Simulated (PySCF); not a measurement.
Working out the ionisation energy of I

I [Kr] 4d10 5s2 5p5 (2P) → I⁺ [Kr] 4d10 5s2 5p4 (3P). Calculation: PySCF 2.14, in def2-TZVP with the def2 core potential (28 electrons) (6s5p3d2f, 50 functions); a scalar-relativistic core potential. Frozen: 4s2 4p6 4d10. Energies in hartree (1 hartree = 27.21139 eV):

```
            part    I (lower)   I⁺ (upper)
             UHF  -296.658567  -296.307571
CCSD correlation    -0.131734    -0.105223
             (T)    -0.004002    -0.002828
```

What does Hartree-Fock give?

(-296.307571) − (-296.658567) = 0.350996 hartree = 9.551 eV.

What do CCSD and CCSD(T) give?

The CCSD correlation energies differ by 0.026511 hartree = 0.721 eV and the triples by 0.001174 hartree = 0.032 eV, so CCSD gives 10.272 eV and CCSD(T) 10.304 eV.

Measured between the centres of the two terms (NIST): 10.519 eV, so CCSD(T) (valence) is off by -0.215 eV.

What remains against the reference includes basis incompleteness, the frozen core and higher excitations.
